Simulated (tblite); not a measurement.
Run record: tight-binding relaxation, `C[CH2][Ge@@H]([CH2][GeH3])[NH]C=O`.

Computed with GFN2-xTB geometry optimisation, gas phase (tblite 0.8.0). Start geometry: from a force field or distance geometry. The input is one job of a driver script: a line of settings, then coordinates in Å.

Command:
```bash
OMP_NUM_THREADS=1 python probes_run.py task.json out
```

Input:
```
{"job": {"kind": "relax", "xc": "GFN2-xTB", "basis": "xTB"}, "charge": 0, "multiplicity": 1}
C     -1.274600    -2.448300     0.034900
C     -0.941800    -1.311700    -0.933000
Ge    -0.786500     0.376400     0.033400
C      0.535400     0.269100     1.436600
Ge     2.275600    -0.142200     0.684400
N     -0.314800     1.721500    -1.178600
C     -0.170500     3.089200    -0.780200
O     -0.384100     3.440800     0.417500
H     -2.234500    -2.230300     0.557800
H     -1.397700    -3.394600    -0.527000
H     -0.477900    -2.575200     0.784500
H      0.025200    -1.536800    -1.423500
H     -1.734400    -1.225800    -1.685700
H     -2.166600     0.724400     0.652500
H      0.584900     1.238600     1.985200
H      0.249100    -0.537400     2.170800
H      3.343700    -0.151400     1.805000
H      2.637300     0.938700    -0.369400
H      2.231300    -1.527500    -0.000700
H     -0.128800     1.462800    -2.164900
H      0.120700     3.836500    -1.499900
```

Question: What does the run print?

Answer: 
```
step      E/eV     max force
  0    -707.55270    4.132
  1    -707.83594    4.079
  2    -707.96136    1.013
  3    -708.01045    0.740
  4    -708.05710    0.576
  5    -708.07293    0.462
  6    -708.09182    0.256
  7    -708.10068    0.361
  8    -708.11360    0.380
  9    -708.12223    0.270
... (45 lines left out)
 55    -708.17360    0.023
 56    -708.17369    0.029
 57    -708.17376    0.027
 58    -708.17382    0.016
 59    -708.17386    0.016
 60    -708.17390    0.015
 61    -708.17395    0.023
 62    -708.17399    0.022
 63    -708.17402    0.014
 64    -708.17404    0.009
```

«max force» is the largest atomic force in eV/Å.

Summary of the converged run: energy lowered by 14.3 kcal/mol over 64 steps; largest atomic force 0.009 eV/Å at the end.

On Arm Neoverse N1, one thread, no GPU, shared host with 64 logical CPUs at a one-minute load of 58, this took 0.99 s wall.
Labels such as C1 count atoms from 1, the log's own numbers from 0.
